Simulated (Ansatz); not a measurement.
**Which is lower?**

The two ends of one reaction step of BH$_{5}$O$_{2}$F$_{2}$, singlet (PBE0-D4/def2-TZVP).

A:

```tsv
atom	x (Å)	y (Å)	z (Å)
B1	-0.8644	-0.1823	-0.9151
H2	-2.0342	-0.3207	-1.1697
F3	-0.1955	-1.3648	-0.5977
F4	-0.1214	0.6015	-1.7464
H5	0.1096	0.5507	0.8442
O6	-0.8294	0.6580	0.4960
H7	1.4702	-0.7504	0.3895
O8	1.6164	-0.0046	0.9916
H9	-1.4397	0.2697	1.1321
H10	2.2884	0.5430	0.5754
```

B:

B1  (-0.662, 0.565, -1.160)
H2  (-0.588, -2.129, -0.016)
F3  (0.466, 0.389, -1.813)
F4  (-1.785, 0.092, -1.675)
H5  (0.947, 0.544, 1.157)
O6  (-0.639, 1.253, 0.004)
H7  (-0.069, -1.806, 0.419)
O8  (1.495, -0.138, 1.560)
H9  (-1.497, 1.321, 0.430)
H10  (2.333, -0.092, 1.095)
(Å)

Program: Ansatz 0.2.0. Basis: def2-TZVPP. Cores are frozen in the correlated methods. B3LYP uses VWN-RPA correlation.

(1) Which structure is lower at CCSD(T), and by how much? (An estimate is asked for; the value comes from the calculation.)

(2) Do the other methods give the same order? (Judge from chemistry; the calculation decides.)

T1 diagnostic: at most 0.012.

## Answers

(1) By the calculation: B, by 9.20 kcal/mol (electronic energy, against the other). By their contacts, A is a complex of BH₃OF₂ ([OH2][BH]([F])[F]) + H₂O and B is a complex of BHOF₂ ([OH][B]([F])[F]) + H₂O + H₂.

(2) Computed: Not all: SPW92 gives the other order.

```tsv
method	E(B) − E(A) (kcal/mol)
SPW92	1.98
PBE-D4	-7.54
BLYP-D4	-11.32
r2SCAN-D4	-8.43
B97M-V	-11.13
PBE0-D4	-7.42
B3LYP-D4	-10.51
r2SCAN0-D4	-8.16
BHLYP-D4	-10.29
CAM-B3LYP-D4	-8.43
wB97X-V	-8.41
wB97M-V	-8.74
B2PLYP	-10.32
PBE-QIDH	-7.69
RPA on PBE	-9.45
HF	-17.40
MP2	-9.34
CCSD	-10.02
CCSD(T)	-9.20
```

Labels in which every atom is bracketed show which atoms are joined, not bond orders.

For scale, one of the runs: CCSD(T)/def2-TZVPP, 225 basis functions, launched by `ansatz run in.yaml --threads 4 --pin off --events-out ev --progress --plain --max-ram 9574MiB`. Hardware: 4 CPU threads of an Arm Neoverse N1, shared host. Wall time 3.5 min; peak host memory 4.2 GiB.
